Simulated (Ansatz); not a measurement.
Two isomers of CH7NOSi2: A = `N=C([SiH3])O[SiH3]`, B = `C=N[SiH](O)[SiH3]`.

Program: Ansatz. Geometries: PBE0-D4/def2-TZVP. ΔE: electronic, gas phase. CBS: MP2 limit from def2 TZ/QZ plus the TZ coupled-cluster correction, frozen cores. Functionals use def2-TZVPP. B3LYP here is the variant with VWN-RPA as its local correlation; programs differ in this. Each species was taken in one conformer, which may not be the lowest.

(1) Which isomer does CCSD(T)/CBS put lower? Give the gap. (Best estimate.)

(2) Give E(B) − E(A) in kcal/mol with PBE0-D4, PBE-D4, ωB97M-V, CCSD/def2-TZVPP, HF/def2-TZVPP, B3LYP, B2PLYP. (An estimate is asked.)

Largest T1 diagnostic: 0.014.

## Answers

(1) The calculation gave: B, by 15.2 kcal/mol.

(2) The calculation gave: PBE0-D4 -15.0, PBE-D4 -14.3, ωB97M-V -13.1, CCSD/def2-TZVPP -14.8, HF/def2-TZVPP -14.3, B3LYP -14.3, B2PLYP -14.0. None reverses the order clearly.
